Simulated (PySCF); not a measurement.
Species: C5H4N2Si.
Atom-mapped SMILES: `[N:1]#[C:2][CH:3]=[C:4]=[C:5]([SiH3:6])[C:7]#[N:8]` (hydrogens: H9 on C3; H10, H11, H12 on Si6)

The calculation used PBE0-D3(BJ)/def2-SVP geometry optimisation, gas phase in PySCF.

Q: What internal coordinates does the optimisation give?

A: 
```json
{"bond": "N1≡C2", "length (Å)": "1.159", "order": "triple"}
{"bond": "C2–C3", "length (Å)": "1.427", "order": "single"}
{"bond": "C3=C4", "length (Å)": "1.315", "order": "double"}
{"bond": "C4=C5", "length (Å)": "1.312", "order": "double"}
{"bond": "C5–Si6", "length (Å)": "1.910", "order": "single"}
{"bond": "C5–C7", "length (Å)": "1.429", "order": "single"}
{"bond": "C7≡N8", "length (Å)": "1.160", "order": "triple"}
{"bond": "C3–H9", "length (Å)": "1.098", "order": "single"}
{"bond": "Si6–H10, Si6–H11, Si6–H12", "length (Å)": "1.488", "order": "single"}
```

Bonds in one row agree within 0.01 Å and their mean is given. Orders are formal, as drawn. A selection of angles:
```json
{"angle": "N1–C2–C3", "degrees": "178.8"}
{"angle": "C2–C3–C4", "degrees": "122.8"}
{"angle": "C2–C3–H9", "degrees": "117.5"}
{"angle": "C4–C3–H9", "degrees": "119.7"}
{"angle": "C3–C4–C5", "degrees": "177.4"}
{"angle": "C4–C5–Si6", "degrees": "119.4"}
{"angle": "C4–C5–C7", "degrees": "122.0"}
{"angle": "Si6–C5–C7", "degrees": "118.6"}
{"angle": "C5–Si6–H10", "degrees": "108.1"}
{"angle": "H10–Si6–H11", "degrees": "110.5"}
{"angle": "H10–Si6–H12", "degrees": "111.5"}
{"angle": "C5–C7–N8", "degrees": "176.4"}
```

The 4 C–C bonds span 1.312 Å (C4=C5, drawn double) to 1.429 Å (C5–C7, drawn single), a spread of 0.117 Å. Si6 (SiH3 silicon) is tetrahedral (angles from 106.7° to 111.6°).

Point group: C1 (no symmetry element, even within 0.4 Å). PBE0-D3(BJ)/def2-SVP frequencies: not computed here.
